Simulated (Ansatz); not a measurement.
A nudged elastic band was laid between two geometries of Cl2GaH (4 atoms, charge 0, multiplicity 1).

Computed with RKS PBE/def2-SVP (Ansatz).

| Item | Value |
| --- | --- |
| movable images | 7 |
| climbing image | yes |
| spring | 5.0 eV/Å² |
| optimiser | quadratic models (default) |
| start path | through a guess of the saddle point |
| force threshold | 0.5 eV/Å |
| iteration limit | 60 |
| end points | relaxed |

Image 0:

```xyz
4
Properties=species:S:1:pos:R:3
Ga 0.318 0.000 0.381
H 0.091 0.000 1.922
Cl 2.288 0.000 -0.489
Cl -1.320 0.000 -1.018
```

Image 8:

```xyz
4
Properties=species:S:1:pos:R:3
Ga -1.238 0.000 0.399
H 1.991 0.000 1.766
Cl 2.011 0.000 0.468
Cl -1.387 0.000 -1.838
```

Task: Which bonds break or form, and what moves?

Result: Bonds broken: Ga1–H2, Ga1–Cl3. Bonds formed: H2–Cl3. Cl2GaH becomes ClGa + ClH.

Task: What energy profile does the band end with?

Result: It converged. The highest image is number 3 of 0 to 8, 1.88 eV above the first end and 0.95 eV above the last; the last end lies 0.93 eV above the first. The threshold of 0.5 eV/Å is loose, so the images may lie well off the minimum-energy path. Another band between the same ends (7 images) ends at a top of the same energy, where a vibrational analysis finds 1 clearly imaginary mode. The orbitals stay closed-shell, which can raise the energy where a bond breaks towards radicals; this wasn't checked here.

```csv
image,path coordinate (Å),energy (eV),Ga1–H2 (Å),Ga1–Cl3 (Å),H2–Cl3 (Å)
0,0.00,0.00,1.56,2.15,3.26
1,0.47,0.29,1.55,2.16,2.79
2,0.94,1.19,1.54,2.26,2.28
3,1.41,1.88,1.63,2.49,1.81
4,1.77,1.45,1.85,2.68,1.47
5,2.13,1.06,2.25,3.04,1.32
6,2.49,0.98,2.70,3.28,1.31
7,2.85,0.95,3.13,3.28,1.30
8,3.21,0.93,3.51,3.25,1.30
```

Task: What is the geometry of the highest image?

Result: 
```xyz
4
Properties=species:S:1:pos:R:3:forces:R:3
Ga -0.298 0.000 0.515 0.01 0.00 0.01
H 1.006 0.000 1.489 0.00 0.00 0.00
Cl 2.156 0.000 0.085 -0.01 0.00 0.00
Cl -1.486 0.000 -1.293 0.00 0.00 -0.01
```

The run took 55 s on 1 thread of Intel(R) Xeon(R) 6975P-C (Granite Rapids) (shared host), peak memory 0.14 GiB.
